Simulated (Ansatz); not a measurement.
`[SiH3][CH2][SbH2]` + `NC=O` → `O=C[NH][SbH2]` + `C[SiH3]` at 500 K and 1 bar (ligand exchange at the Sb–C bond).

Isolated molecules relaxed with PBE0-D4/def2-TZVP in Ansatz; ΔE leaves out vibrations. CCSD(T)/CBS is the MP2 limit (def2-TZVPP, def2-QZVPP) plus CCSD(T) − MP2 in def2-TZVPP, frozen cores. This one scheme is used for every species. def2 core potentials past Kr. For Sb outer-core shells are correlated without core-valence functions, which leaves a few kJ/mol of doubt a bond. Each species was taken in one conformer, which may not be the lowest.

```json
{"species": "`[SiH3][CH2][SbH2]`", "CCSD(T)/CBS energy (Eh)": "-571.33795", "H − E (kJ/mol)": "214.1", "S (J/(mol·K))": "405.6"}
{"species": "`NC=O`", "CCSD(T)/CBS energy (Eh)": "-169.73435", "H − E (kJ/mol)": "144.8", "S (J/(mol·K))": "288.7"}
{"species": "`O=C[NH][SbH2]`", "CCSD(T)/CBS energy (Eh)": "-410.33905", "H − E (kJ/mol)": "166.7", "S (J/(mol·K))": "375.2"}
{"species": "`C[SiH3]`", "CCSD(T)/CBS energy (Eh)": "-330.73916", "H − E (kJ/mol)": "189.7", "S (J/(mol·K))": "296.8"}
```

H − E and S are ideal-gas, rigid-rotor, harmonic terms from PBE0-D4/def2-TZVP, for one conformer and one mirror image of each species. 1 Eh = 2625.50 kJ/mol, R = 8.31446 J/(mol·K).

Task: By hand: ΔE, ΔH, ΔS and ΔG.

Result: ΔE = (-410.33905) + (-330.73916) − (-571.33795) − (-169.73435) = -0.00591 Eh = -15.5 kJ/mol. Δ(H − E) = 166.7 + 189.7 − 214.1 − 144.8 = -2.5, so ΔH = -18.0 kJ/mol. ΔS = 375.2 + 296.8 − 405.6 − 288.7 = -22.3 J/(mol·K). ΔG = -18.0 − 500 × (-22.3)/1000 = -6.8 kJ/mol.

Task: By hand: the equilibrium constant, and the temperature at which ΔG would vanish if ΔH and ΔS stayed fixed.

Result: log₁₀ K = −ΔG/(RT ln 10) = 0.7. ΔG = 0 at ΔH/ΔS = 807 K.

TΔS isn't small against ΔH here. A doubt of 5 kJ/mol in ΔE shifts log₁₀ K by 0.5 here. Other conformers and mirror images would add mixing entropy, several J/(mol·K) or more a flexible species. Modes under 60 cm⁻¹, often nearly free rotors, make the harmonic entropy too high. These are equilibria of isolated gas molecules and say nothing of rates. Largest T1 diagnostic: 0.017 (customary marks: 0.02 for closed shells, 0.045 for open ones).
